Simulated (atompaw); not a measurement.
Plane-wave convergence, PAW (atompaw) potential for Mn

atompaw 4.2.0.5 input, output lines left out:

```
Mn 25
LDA-PW scalarrelativistic loggrid 1500 logderivrange -6 5 276
4 4 3 0 0 0
4 1 0
3 2 5
0 0 0
c
c
c
v
c
v
v
v
2
2.35 1.90 1.55 1.40
y
4.75
n
n
y
0.05
n
custom rrkj vanderbiltortho besselshape
3 0 ultrasoft
2.35
2.35
1.20
1.40
1.00
2.35
```

The pseudo-atom Hamiltonian at the reference potential is diagonalised in spherical Bessel functions j_l(qr) that vanish at 20 bohr, with q² up to the cutoff. All-electron valence levels (Ry): 4s -0.3883, 3p -4.0049, 4p -0.1081, 3d -0.5152.

Task: How do the lowest levels (Ry) of each channel move with the cutoff, and are there ghosts?

Result:

```json
{"cutoff (Ry)": "8", "s #1": "-0.3882", "s #2": "0.0059", "s #3": "0.1045", "p #1": "-2.3964", "p #2": "-0.0391", "p #3": "0.0647", "d #1": "0.0549", "d #2": "0.1250", "f #1": "0.1112", "f #2": "0.2351", "Σ f·Δε (mRy)": "12501.0"}
{"cutoff (Ry)": "12", "s #1": "-0.3882", "s #2": "0.0059", "s #3": "0.1045", "p #1": "-3.1722", "p #2": "-0.0609", "p #3": "0.0576", "d #1": "0.0510", "d #2": "0.1121", "f #1": "0.1112", "f #2": "0.2351", "Σ f·Δε (mRy)": "7827.0"}
{"cutoff (Ry)": "21", "s #1": "-0.3883", "s #2": "0.0059", "s #3": "0.1040", "p #1": "-3.7884", "p #2": "-0.0831", "p #3": "0.0522", "d #1": "-0.3470", "d #2": "0.0608", "f #1": "0.1112", "f #2": "0.2351", "Σ f·Δε (mRy)": "2139.0"}
{"cutoff (Ry)": "30", "s #1": "-0.5405", "s #2": "-0.3883", "s #3": "0.0059", "p #1": "-3.9401", "p #2": "-0.0929", "p #3": "0.0503", "d #1": "-0.4603", "d #2": "0.0603", "f #1": "0.1112", "f #2": "0.2351", "Σ f·Δε (mRy)": "663.0"}
{"cutoff (Ry)": "45", "s #1": "-0.6877", "s #2": "-0.3883", "s #3": "0.0059", "p #1": "-3.9979", "p #2": "-0.1032", "p #3": "0.0483", "d #1": "-0.4654", "d #2": "0.0602", "f #1": "0.1112", "f #2": "0.2351", "Σ f·Δε (mRy)": "290.2"}
{"cutoff (Ry)": "55", "s #1": "-0.6937", "s #2": "-0.3883", "s #3": "0.0059", "p #1": "-4.0035", "p #2": "-0.1067", "p #3": "0.0477", "d #1": "-0.4703", "d #2": "0.0602", "f #1": "0.1112", "f #2": "0.2351", "Σ f·Δε (mRy)": "232.0"}
{"cutoff (Ry)": "70", "s #1": "-0.6944", "s #2": "-0.3883", "s #3": "0.0059", "p #1": "-4.0041", "p #2": "-0.1079", "p #3": "0.0475", "d #1": "-0.4890", "d #2": "0.0602", "f #1": "0.1112", "f #2": "0.2351", "Σ f·Δε (mRy)": "135.3"}
{"cutoff (Ry)": "100", "s #1": "-0.6944", "s #2": "-0.3883", "s #3": "0.0059", "p #1": "-4.0048", "p #2": "-0.1080", "p #3": "0.0474", "d #1": "-0.5133", "d #2": "0.0602", "f #1": "0.1112", "f #2": "0.2351", "Σ f·Δε (mRy)": "9.6"}
{"cutoff (Ry)": "120", "s #1": "-0.6944", "s #2": "-0.3883", "s #3": "0.0059", "p #1": "-4.0048", "p #2": "-0.1080", "p #3": "0.0474", "d #1": "-0.5142", "d #2": "0.0602", "f #1": "0.1112", "f #2": "0.2351", "Σ f·Δε (mRy)": "4.9"}
{"cutoff (Ry)": "180", "s #1": "-0.6944", "s #2": "-0.3883", "s #3": "0.0059", "p #1": "-4.0049", "p #2": "-0.1080", "p #3": "0.0474", "d #1": "-0.5150", "d #2": "0.0540", "f #1": "0.1112", "f #2": "0.2351", "Σ f·Δε (mRy)": "0.7"}
{"cutoff (Ry)": "230", "s #1": "-0.6944", "s #2": "-0.3883", "s #3": "0.0059", "p #1": "-4.0049", "p #2": "-0.1081", "p #3": "0.0474", "d #1": "-0.5150", "d #2": "0.0536", "f #1": "0.1112", "f #2": "0.2351", "Σ f·Δε (mRy)": "0.5"}
{"cutoff (Ry)": "400", "s #1": "-0.6944", "s #2": "-0.3883", "s #3": "0.0059", "p #1": "-4.0049", "p #2": "-0.1081", "p #3": "0.0474", "d #1": "-0.5151", "d #2": "0.0529", "f #1": "0.1112", "f #2": "0.2351", "Σ f·Δε (mRy)": "0.0"}
```

Result: ghost state, extra bound levels that the all-electron valence spectrum of the same l lacks: s at -9.4 eV (a true bound ghost makes a file unfit for plane-wave use); 10 mRy is reached at 100 Ry and 1 mRy at 180 Ry.
